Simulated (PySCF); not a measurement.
C2H5NOSi, SMILES C[SiH2]N=C=O. Atoms are numbered in the order given.

```xyz
10

Si    -0.5999    -1.0938     0.0000
C      0.9598    -2.1186     0.0000
N     -0.1913     0.5849     0.0000
C      0.0661     1.7527     0.0000
O      0.3225     2.8932     0.0000
H     -1.4223    -1.3654    -1.2150
H     -1.4223    -1.3654     1.2150
H      0.7127    -3.1918     0.0000
H      1.5674    -1.9044    -0.8922
H      1.5674    -1.9044     0.8922
```

Geometry: PBE0-D3(BJ)/def2-SVP. Other conformers were not sampled.

Two levels are set side by side: PBE/pcSseg-1 (PySCF) and B3LYP/pcSseg-1 (PySCF). GIAO shifts against H2O (¹⁷O), NH3 (¹⁵N), TMS (²⁹Si), TMS (¹H), TMS (¹³C) at the same level; non-relativistic, no solvent, atoms listed together averaged. Differences are taken from unrounded values.

```json
[
 {"quantity": "δ(²⁹Si) of Si1 (ppm)", "B3LYP": "-47.0", "PBE": "-45.9", "PBE minus B3LYP": "1.1"},
 {"quantity": "δ(¹³C) of C2 (ppm)", "B3LYP": "0.2", "PBE": "-0.3", "PBE minus B3LYP": "-0.5"},
 {"quantity": "δ(¹⁵N) of N3 (ppm)", "B3LYP": "40.2", "PBE": "43.4", "PBE minus B3LYP": "3.2"},
 {"quantity": "δ(¹³C) of C4 (ppm)", "B3LYP": "127.7", "PBE": "123.9", "PBE minus B3LYP": "-3.9"},
 {"quantity": "δ(¹⁷O) of O5 (ppm)", "B3LYP": "141.1", "PBE": "146.8", "PBE minus B3LYP": "5.7"},
 {"quantity": "δ(¹H) of H6, H7 (ppm)", "B3LYP": "5.05", "PBE": "5.31", "PBE minus B3LYP": "0.26"}
]
```

Rough cost on one machine, each run with all the roots and properties that it gave: B3LYP against PBE within a factor of 2.
